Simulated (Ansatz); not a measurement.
The molecule AlSe, multiplicity 2 (the spin of the measured ground state). No spin–orbit coupling. Se is treated without relativity.

| level | bond energy D_e (kJ/mol) |
|---|---|
| SVWN5/def2-TZVPP | 451.1 |
| PBE/def2-TZVPP | 386.1 |
| r2SCAN/def2-TZVPP | 389.4 |
| B97M-V/def2-TZVPP | 376.3 |
| B3LYP/def2-TZVPP | 355.5 |
| PBE0/def2-TZVPP | 366.8 |
| BHLYP/def2-TZVPP | 330.9 |
| CAM-B3LYP/def2-TZVPP | 346.1 |
| wB97X-V/def2-TZVPP | 359.4 |
| wB97M-V/def2-TZVPP | 355.9 |
| B2PLYP/def2-TZVPP | 360.0 |
| CCSD/def2-TZVPP | 324.8 |
| CCSD/def2-QZVPP | 335.9 |
| CCSD(T)/def2-TZVPP | 347.4 |
| CCSD(T)/def2-QZVPP | 361.4 |

The rows run from 324.8 (CCSD/def2-TZVPP) to 451.1 kJ/mol (SVWN5/def2-TZVPP). From def2-TZVPP to def2-QZVPP CCSD(T) changes by 14.0. The 11 functionals in def2-TZVPP without D3 or D4 span 120.2, from BHLYP to SVWN5.

D_e counts from the fitted minimum to each atom's lowest state at the same level, without counterpoise.

Correlated levels freeze the inner cores; with def2 sets outer-core shells near the valence are correlated too.

Run with Ansatz (a first-principles code) with Gaussian orbitals. Values without a source in brackets are computed.
